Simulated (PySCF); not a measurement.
Here is a job for PySCF.
```python
from pyscf import gto, scf, dft

mol = gto.M(
    atom='''
Si   -1.12296787   -0.11751504   -0.11884325
F    -1.34641195    1.47958749    0.11874252
B     0.83566603   -0.39874629    0.01039385
O     1.46206360   -1.59760026   -0.10850121
O     1.68679180    0.63026003    0.23238238
H    -1.77740660   -0.34567376   -1.40957470
H    -1.98429809   -0.72044528    0.90139904
H     0.92900269   -2.37338390   -0.26562292
H     1.30278637    1.50087924    0.32590257
''',
    basis='cc-pvdz',
    verbose=4,
    max_memory=1800,
)

mf = dft.RKS(mol)
mf.xc = 'pbe'
mf = mf.density_fit(auxbasis='def2-universal-jkfit')
mf.kernel()
```

Problem. What does this run give for the nuclear repulsion energy, HOMO-LUMO gap, HOMO energy, Mulliken (on the basis functions themselves) charges in atom order?

Solution. 
* **nuclear repulsion energy**: 218.5708 Eh
* **HOMO-LUMO gap**: 5.58 eV
* **HOMO energy**: -6.68 eV
* **Mulliken (on the basis functions themselves) charges in atom order**: Si1 0.30, F2 -0.30, B3 -0.12, O4 -0.02, O5 -0.02, H6 -0.07, H7 -0.07, H8 0.14, H9 0.14

Problem. Roughly what does it cost on one core?

Solution. about 15 core-seconds (a rough figure).
